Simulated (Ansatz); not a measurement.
Input for Ansatz (an electronic-structure program): R-B3LYP/def2-TZVPPD on FH4N (a complex), monomers drawn apart or pushed together. Files ending in .json are basis or fitting sets from the Basis Set Exchange.

Ansatz 0.2 input:
```yaml
crystal:
  periodic: [false, false, false]
  atoms:
    - {symbol: N, position_ang: [0.03820228, 0.17655272, 0.30490449]}
    - {symbol: H, position_ang: [-0.23874454, -0.74046460, -0.02745915]}
    - {symbol: H, position_ang: [-0.60024194, 0.85723204, -0.09151782]}
    - {symbol: H, position_ang: [0.96518207, 0.37179989, -0.05658345]}
    - {symbol: F, position_ang: [0.01193039, 0.26962672, 2.77340592]}
    - {symbol: H, position_ang: [0.02217107, 0.23337482, 1.81194138]}
basis:
  gaussian:
    orbitals: def2-TZVPPD.json
hamiltonian:
  xc: {name: B3LYP}
scf: {lower_state_search: off}
```

The head of its log:

```
WARN ansatz: RAYON_NUM_THREADS=2 ignored (pool sized by the plan → 2); use --threads N
Functional definition: B3LYP
these checks for a lower state are left out or cut short: stability, starts, cluster_reference, orbital_swaps, neighbouring_geometries, increment
integrals: 0.03 GiB planned
612 factors; their error is unknown
mean field: 0.41 GiB planned
mean field evaluation 1: about -4268.2522 eV, gradient 6.4e1 eV
mean field evaluation 2: about -4259.6477 eV, gradient 9.2e1 eV
```

Q: Predict the final total energy.

A: -157.1044 hartree.
